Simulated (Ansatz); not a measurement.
Ga₃H₂. Total charge 0; doublet. Geometry r2SCAN-D4/def2-SVP, basis def2-TZVP, Ansatz.

Cartesian coordinates in Å:
```
Ga -0.848 -1.733 -0.126
Ga -0.672 0.809 0.356
Ga 0.872 0.397 -1.686
H -0.379 -0.592 1.358
H 1.028 1.119 0.098
```

| run | HOMO (eV) | LUMO (eV) |
| --- | --- | --- |
| A | -5.34 | -2.78 |
| B | -5.07 | -2.92 |
| C | -4.30 | -3.60 |
| D | -4.65 | -3.43 |

Another isomer (doublet) lies 0.33 eV lower at PBE0-D4/def2-TZVP; other spin states weren't run for this one.

HOMO and LUMO are taken over both spins.

**Question.** The runs used PBE, PBE0, r2SCAN, r2SCAN0. Estimate which is which.

**Answer.** A r2SCAN0 (25 % exact exchange); B PBE0 (25 % exact exchange); C PBE (0 % exact exchange); D r2SCAN (0 % exact exchange). Exact exchange lowers occupied and raises empty levels; among semilocal functionals meta-GGAs tend to open the gap a little, and such runs are hard to tell apart. The gap grows from 0.71 eV (PBE) to 2.56 eV (r2SCAN0).
